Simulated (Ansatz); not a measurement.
Reaction (formal exchange of groups at a B–N bond): `BNC(=N)F` + `CCO[SiH3]` → `B[SiH2]OCC` + `N=C(N)F`

Computed with Ansatz on PBE0-D4/def2-TZVP structures; ΔE is electronic, products minus reactants. CCSD(T)/CBS is the MP2 limit (def2-TZVPP, def2-QZVPP) plus CCSD(T) − MP2 in def2-TZVPP, frozen cores. DFT in def2-TZVPP. B3LYP here is the variant with VWN-RPA as its local correlation; programs differ in this. HSE06 is defined as in plane-wave codes. Each species was taken in one conformer, which may not be the lowest.

`BNC(=N)F`:

Z-matrix (Å, degrees):
```
B
N 1 1.407
H 1 1.193 2 116.6
H 1 1.187 2 119.6 3 180.0
C 2 1.379 1 127.0 3 180.0
H 2 1.008 1 120.3 3 -0.1
F 5 1.351 2 109.1 1 179.6
N 5 1.245 2 126.9 1 -0.4
H 8 1.014 5 111.6 2 179.9
```

`CCO[SiH3]`:

```xyz
12

C    -1.803    0.631    0.241
C    -0.427    0.432   -0.342
O     0.301   -0.469    0.472
Si    1.844   -0.913    0.129
H    -1.734    1.039    1.252
H    -2.380    1.325   -0.375
H    -2.339   -0.318    0.290
H     0.104    1.392   -0.401
H    -0.500    0.035   -1.363
H     2.747    0.273    0.106
H     1.925   -1.574   -1.204
H     2.261   -1.854    1.194
```

`B[SiH2]OCC`:

Z-matrix (Å, degrees):
```
Si
O 1 1.649
B 1 2.006 2 115.9
H 1 1.487 2 105.4 3 122.9
H 1 1.501 2 110.2 3 -120.5
C 2 1.413 1 122.1 3 60.4
H 3 1.197 1 124.4 2 -8.9
H 3 1.198 1 118.7 2 172.3
C 6 1.508 2 109.4 1 -174.0
H 6 1.099 2 109.7 1 64.9
H 6 1.099 2 110.1 1 -52.9
H 9 1.093 6 110.4 2 -179.5
H 9 1.092 6 110.5 2 60.4
H 9 1.092 6 110.4 2 -59.4
```

`N=C(N)F`:

Cartesian coordinates in Å:
```
N 1.203 0.562 0.416
C 0.121 -0.053 0.280
N -0.554 -0.236 -0.881
F -0.527 -0.674 1.288
H 1.547 0.507 1.367
H -0.255 0.338 -1.650
H -1.535 -0.445 -0.819
```

```csv
level,ΔE (kcal/mol),difference from CCSD(T)/CBS
LDA (SPW92),36.0,-0.2
PBE-D4,33.9,-2.3
B3LYP-D4,36.2,0.0
r2SCANh-D4,35.2,-1.0
r2SCAN0-D4,35.3,-0.9
HSE06-D4,34.2,-2.0
ωB97M-V,36.6,0.4
r2SCAN,35.1,-1.1
BHLYP,36.9,0.7
CAM-B3LYP,37.1,0.9
LC-ωPBE,34.6,-1.6
RPA@PBE/def2-TZVPP,36.8,0.6
MP2/def2-SVP,41.1,4.9
MP2/def2-TZVPP,37.9,1.7
SCS-MP2/def2-QZVPP,37.5,1.3
CCSD/CBS(def2),35.9,-0.3
CCSD(T)/CBS,36.2,0
```

Largest T1 diagnostic among the species: 0.014.

At CCSD(T), def2-SVP lies +4.1 kcal/mol from the extrapolated value and def2-TZVPP +0.4 kcal/mol. From BLYP to BHLYP (50 % exact exchange), in def2-TZVPP and without D4, ΔE moves by +0.9 kcal/mol.
